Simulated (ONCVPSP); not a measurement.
Potentials for chlorine compared

Generated with ld1.x 7.5 (TM, RRKJ, ultrasoft, PAW), atompaw 4.2 or ONCVPSP 4.0.1. The cutoff is in Ry: for ld1.x and atompaw files where the sum of valence levels is converged to 10 mRy in a Bessel basis, for ONCV files where the hardest occupied wave has 1 mHa per electron of residual kinetic energy. The error is the largest all-electron minus pseudo excitation energy over each file’s own four to seven test configurations (ionisations up to +4, promotions, holes and added fractions of an electron), all of which were solved. The labels leave out finer settings (local radius, basis sizes, second energies), which also bear on the numbers. Spin-polarised tests are not counted. The rows are a selection from randomly drawn settings: files with unsolved tests, undetermined cutoffs or missed reference levels are left out.

A true bound ghost makes a file unfit for plane-wave use even where its test errors are small: the radial tests pick states by their node count and pass the ghost by.

```tsv
potential	cutoff (Ry)	largest error (meV)	bound ghosts
ONCV, PBEsol, scalar-relativistic, rc 1.10/1.10/1.40 (spd), local smoothed, core correction no, reference 3s2 3p4, qcut 6.9/8.5/6.3, projectors 2/2/2	56	+33	s, p
ONCV, PBE, scalar-relativistic, rc 0.85/0.60 (sp), local smoothed, core correction no, reference 2s2 2p6 3s2 3p5, qcut 16.9/26.3, projectors 2/2	526	+9.7	none
ONCV, BLYP, scalar-relativistic, rc 0.85/0.65 (sp), local smoothed, core correction no, reference 2s2 2p6 3s2 3p5, qcut 16.9/18.2, projectors 2/2	317	+13	none
ONCV, PBE, scalar-relativistic, rc 0.75/0.85/0.80 (spd), local smoothed, core correction yes, reference 2s2 2p6 3s2 3p5, qcut 18.4/18.1/13, projectors 2/2/1	270	-664	none
```

Question: Fill in the row for Cl: ONCV, PBE, scalar-relativistic, rc 0.75/0.60/0.65 (spd), local smoothed, core correction yes, reference 2s2 2p6 3s2 3p5, qcut 19.9/27.5/15.8, projectors 2/2/2.

Answer: cutoff 520 Ry, largest error +9.3 meV, bound ghosts: none.

Question: Fill in the row for Cl: ONCV, PBE, scalar-relativistic, rc 1.05/1.35/1.10 (spd), local smoothed, core correction yes, reference 3s2 3p2, qcut 4.8/5.4/10.3, projectors 1/1/2.

Answer: cutoff 62 Ry, largest error +125 meV, bound ghosts: s.

Question: Fill in the row for Cl: ONCV, PBE, scalar-relativistic, rc 1.20/1.35 (sp), local smoothed, core correction no, reference 3s1.75 3p5.25, qcut 5.3/6.7, projectors 2/3.

Answer: cutoff 33 Ry, largest error +126 meV, bound ghosts: p.
